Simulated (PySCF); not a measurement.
# Computed records: AlBH5NO, CH7NSi2, CH4AlB2

All values are calculated (PySCF 2.14.0). Calculation on a computer-drawn molecule: the log of a Hartree-Fock and frozen-core CCSD(T) single point meant for a local Hartree-Fock minimum, with one planted fault or none, to be diagnosed. Offsets are logged minus clean, where the clean run is the same molecule without the fault. The reference is restricted for singlets and unrestricted otherwise, and also for a bond in bohr or an excited solution. Adding or removing an electron swaps singlet and doublet. The excited solution moves the top pair (singlet) or top alpha electron (doublet) to the lowest empty orbital. Highest occupied and lowest empty are orbital energies over both spins, largest force is the largest gradient component, triples share is (T) over the correlation energy, the T1 limit is 0.02 restricted and 0.045 unrestricted, electrons count all cores, a negative frequency is imaginary (commonest isotopes), and the dipole is about the centre of nuclear charge.

Common to all runs: meant charge 0; meant basis cc-pV(D+d)Z; logged SCF converged yes; logged CC converged yes; logged SCF stable within its kind yes; possible faults no fault, one electron removed, one electron added, multiplicity raised by two, geometry at a saddle point, SCF held on an excited solution, minimal basis STO-3G, one bond length entered in bohr, all coordinates scaled.

(1) 
```xyz
9
formula=AlBH5NO meant_multiplicity=1 logged_electrons=38 logged_basis_functions=29 logged_spin_squared=0 logged_highest_occupied=-7.5946 logged_lowest_empty=7.0827 logged_largest_force=0.057938 logged_T1_diagnostic=0.014775 logged_D1_diagnostic=0.061673 logged_triples_share=0.022179 logged_dipole_magnitude=1.4925 logged_energy_HF=-393.89707 logged_energy_CCSD(T)=-394.07375 planted_fault=minimal_basis_STO-3G HF_energy_offset_from_clean_run=3136 CCSD(T)_energy_offset_from_clean_run=3372
B     -1.1685    -0.9598    -0.0495
Al    -2.2499     0.8735     0.1875
N     -1.4724     2.4624     0.2231
O     -3.9347     0.7605     0.3465
H     -0.9354    -1.4436    -1.1277
H     -0.7530    -1.5954     0.8856
H     -0.4855     2.6190     0.1358
H     -1.9348     3.3459     0.3322
H     -4.5853     1.4315     0.4593
```

Units: logged_highest_occupied, logged_lowest_empty in eV; logged_largest_force in hartree/bohr; logged_dipole_magnitude in debye; logged_energy_HF, logged_energy_CCSD(T) in hartree; HF_energy_offset_from_clean_run, CCSD(T)_energy_offset_from_clean_run in kcal/mol.

Drawn bonds:
```tsv
atom	other atom	order
1	2	1
2	3	1
2	4	1
1	5	1
1	6	1
3	7	1
3	8	1
4	9	1
```

(2) 
```xyz
11
formula=CH7NSi2 meant_multiplicity=1 logged_electrons=48 logged_basis_functions=35 logged_spin_squared=0 logged_highest_occupied=-4.921 logged_lowest_empty=8.4058 logged_largest_force=0.029981 logged_T1_diagnostic=0.015708 logged_D1_diagnostic=0.071919 logged_triples_share=0.01948 logged_dipole_magnitude=1.9301 logged_energy_HF=-666.36358 logged_energy_CCSD(T)=-666.62257 planted_fault=minimal_basis_STO-3G HF_energy_offset_from_clean_run=4955 CCSD(T)_energy_offset_from_clean_run=5156
C      1.1806    -0.8471    -1.9249
Si     0.5200    -0.7326    -0.3785
N     -0.3707     0.5825     0.2482
Si    -1.1044     0.8367     1.8060
H      1.1004    -0.0788    -2.6850
H      1.7292    -1.7383    -2.2087
H      0.6417    -1.7874     0.6350
H     -0.4879     1.3410    -0.4046
H     -0.8355    -0.3626     2.6250
H     -0.5384     2.0313     2.4716
H     -2.5655     1.0358     1.6792
```

Units: logged_highest_occupied, logged_lowest_empty in eV; logged_largest_force in hartree/bohr; logged_dipole_magnitude in debye; logged_energy_HF, logged_energy_CCSD(T) in hartree; HF_energy_offset_from_clean_run, CCSD(T)_energy_offset_from_clean_run in kcal/mol.

Drawn bonds:
```tsv
atom	other atom	order
1	2	2
2	3	1
3	4	1
1	5	1
1	6	1
2	7	1
3	8	1
4	9	1
4	10	1
4	11	1
```

(3) 
```xyz
8
formula=CH4AlB2 meant_multiplicity=2 logged_electrons=33 logged_basis_functions=85 logged_spin_squared=0.7668 logged_highest_occupied=-8.6913 logged_lowest_empty=-0.050855 logged_largest_force=0.044207 logged_T1_diagnostic=0.020191 logged_D1_diagnostic=0.056249 logged_triples_share=0.041844 logged_dipole_magnitude=2.1922 logged_energy_HF=-331.37206 logged_energy_CCSD(T)=-331.77535
B     -1.5445     1.9375    -0.4488
C     -0.9900     0.6889    -1.3290
B     -0.6202    -0.1899    -0.1938
Al    -0.1454    -1.3262     1.7079
H     -1.5285     1.8673     0.8370
H     -2.0059     3.0098    -0.9693
H     -0.9570     0.6434    -2.4735
H      0.5279    -2.8675     1.5603
```

Units: logged_highest_occupied, logged_lowest_empty in eV; logged_largest_force in hartree/bohr; logged_dipole_magnitude in debye; logged_energy_HF, logged_energy_CCSD(T) in hartree.

Drawn bonds:
```tsv
atom	other atom	order
1	2	1
2	3	2
3	4	1
1	5	1
1	6	1
2	7	1
4	8	1
```

Question: Which fault was planted in the run of CH4AlB2 (entry 3)?
Answer: all coordinates scaled, by +6.4 %

Further results for CH4AlB2 (entry 3):

- HF energy offset from clean run: 15.63 kcal/mol
- CCSD(T) energy offset from clean run: 10.75 kcal/mol
